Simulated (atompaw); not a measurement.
# Cutoff test, boron, PAW (atompaw)

atompaw 4.2.0.5 input, output lines left out:

```
B 5
GGA-PBE scalarrelativistic loggrid 1500 logderivrange -3 5 201
2 2 0 0 0 0
2 1 1
0 0 0
c
v
v
2
3.00 2.25 2.30 2.80
y
0.3
n
y
0.7
n
y
0.25
y
0.9
n
custom rrkj gramschmidtortho sinc
3 0 troulliermartins
1.15
1.15
3.00
3.00
2.95
3.00
```

The pseudo-atom Hamiltonian at the reference potential is diagonalised in spherical Bessel functions j_l(qr) that vanish at 20 bohr, with q² up to the cutoff. All-electron valence levels (Ry): 2s -0.6941, 2p -0.2651.

How do the lowest levels (Ry) of each channel move with the cutoff, and are there ghosts?

| cutoff (Ry) | s #1 | p #1 | p #2 | d #1 | d #2 | f #1 | f #2 | Σ f·Δε (mRy) |
| --- | --- | --- | --- | --- | --- | --- | --- | --- |
| 8 | -0.6458 | -0.2649 | 0.0296 | 0.0661 | 0.1601 | 0.1129 | 0.2439 | 96.7 |
| 12 | -0.6690 | -0.2650 | 0.0292 | 0.0661 | 0.1601 | 0.1129 | 0.2439 | 50.2 |
| 18 | -0.6873 | -0.2651 | 0.0291 | 0.0661 | 0.1601 | 0.1129 | 0.2439 | 13.5 |
| 21 | -0.6907 | -0.2651 | 0.0291 | 0.0661 | 0.1601 | 0.1129 | 0.2439 | 6.7 |
| 30 | -0.6937 | -0.2651 | 0.0291 | 0.0661 | 0.1601 | 0.1129 | 0.2439 | 0.7 |
| 40 | -0.6939 | -0.2651 | 0.0291 | 0.0661 | 0.1601 | 0.1129 | 0.2439 | 0.2 |
| 400 | -0.6940 | -0.2651 | 0.0291 | 0.0661 | 0.1601 | 0.1129 | 0.2439 | 0.0 |

Result: no extra level below or beside the all-electron valence levels (s, p, d, f tested); 10 mRy is reached at 21 Ry and 1 mRy at 30 Ry.
